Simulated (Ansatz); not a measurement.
Relaxation of CH$_{6}$BNOSi (11 atoms, charge 0, multiplicity 1), to a largest force component of 0.015 eV/Å in at most 40 steps.

Theory: RKS B3LYP-D4/def2-SVP in Ansatz 0.2.0.

```xyz
11
Properties=species:S:1:pos:R:3:forces:R:3
C -1.240 -1.610 0.284 -1.12 2.04 0.49
B -0.203 -0.578 0.855 2.18 3.54 -1.51
O 1.182 -0.271 1.088 -0.63 -4.54 1.13
Si 0.748 1.185 0.454 -3.08 0.61 -0.89
N 1.307 1.328 -1.227 0.92 1.09 1.46
H -2.287 -1.069 0.320 1.80 -1.11 -0.07
H -1.270 -2.497 0.874 -0.26 -1.46 0.29
H -1.004 -1.785 -0.790 0.05 -0.08 0.43
H 1.018 2.257 1.454 0.36 0.24 -0.46
H 2.095 2.006 -1.188 -0.29 -0.54 -0.69
H 1.674 0.411 -1.500 0.05 0.19 -0.18
```

Question: Where does it end, and by what steps?

Answer: The run converged. After 16 steps the energy has fallen by 1.519 eV; H11 moved furthest, 0.71 Å.

| step | energy less start (eV) | largest force component (eV/Å) | accepted |
| --- | --- | --- | --- |
| 0 | 0.0000 | 4.538 | yes |
| 1 | -0.9812 | 2.190 | yes |
| 2 | -1.2874 | 1.275 | yes |
| 3 | -1.3963 | 0.941 | yes |
| 4 | -1.4911 | 0.286 | yes |
| 5 | -1.5100 | 0.260 | yes |
| 6 | -1.5148 | 0.091 | yes |
| 7 | -1.5147 | 0.168 | no |
| 8 | -1.5161 | 0.034 | yes |
| 9 | -1.5158 | 0.190 | no |
| 10 | -1.5171 | 0.028 | yes |
| 11 | -1.5175 | 0.051 | yes |
| 12 | -1.5179 | 0.038 | yes |
| 13 | -1.5182 | 0.029 | yes |
| 14 | -1.5184 | 0.040 | yes |
| 15 | -1.5185 | 0.027 | yes |
| 16 | -1.5186 | 0.007 | yes |

```xyz
11
Properties=species:S:1:pos:R:3
C -1.335 -1.670 0.393
B -0.270 -0.537 0.488
O 0.909 -0.427 1.115
Si 0.658 1.123 0.216
N 1.754 1.491 -1.048
H -2.322 -1.305 0.725
H -1.054 -2.545 1.001
H -1.461 -1.992 -0.655
H 0.763 2.225 1.206
H 2.595 2.041 -0.900
H 1.782 0.971 -1.918
```

Whether the end is a true minimum wasn't checked by a vibrational analysis.

Time of the run: 35 s on 2 threads of AMD EPYC 7R13 Processor (Zen 3), on a shared host, peak memory 0.25 GiB.
